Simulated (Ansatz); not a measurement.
Stepwise reaction of `[CH3][GeH]([Cl])[Cl]` with hydrogen fluoride, as a gas-phase model of exchange steps in deposition or etching. ΔE in kJ/mol; ΔG adds harmonic PBE0-D4 terms to CCSD(T)/CBS, at 1 bar.

Calculated with Ansatz (gas phase, PBE0-D4/def2-TZVP geometries, no zero-point term in ΔE). CCSD(T)/CBS adds triple-zeta CCSD(T) − MP2 to the extrapolated MP2 energy (def2 sets, frozen cores). This one scheme is used for every species. DFT in def2-TZVPP. B3LYP here is the variant with VWN-RPA as its local correlation; programs differ in this. For Ge outer-core shells are correlated without core-valence functions, which leaves a few kJ/mol of doubt a bond. Scalar relativity is left out up to krypton.

```json
{"step": "2", "reaction": "`[CH3][GeH]([F])[Cl]` + H–F → `[CH3][GeH]([F])[F]` + HCl", "PBE-D4": "9.8", "B3LYP-D4": "5.5", "ωB97M-V": "5.8", "CCSD(T)/CBS": "9.9", "ΔG(600 K)": "3.4"}
```

Question: Give the row of step 1, `[CH3][GeH]([Cl])[Cl]` + H–F → `[CH3][GeH]([F])[Cl]` + HCl. (An estimate is asked.)

Answer: Ansatz gave: 
```json
{"step": "1", "reaction": "`[CH3][GeH]([Cl])[Cl]` + H–F → `[CH3][GeH]([F])[Cl]` + HCl", "PBE-D4": "12.0", "B3LYP-D4": "8.3", "ωB97M-V": "8.3", "CCSD(T)/CBS": "13.3", "ΔG(600 K)": "6.6"}
```

Question: By hand: ΔE of the 2 steps together at CCSD(T)/CBS.

Answer: (13.3) + (9.9) = 23.2 kJ/mol, or 11.6 kJ/mol a step.

In ΔE the steps differ by no more than 3.4 kJ/mol. All are uphill at CCSD(T)/CBS. ΔG lies between 3.4 and 6.6 kJ/mol a step. PBE-D4 differs from CCSD(T)/CBS by -1.3 to -0.1 kJ/mol a step. Isolated molecules leave out the surface, adducts and barriers. Largest T1 diagnostic: 0.012.
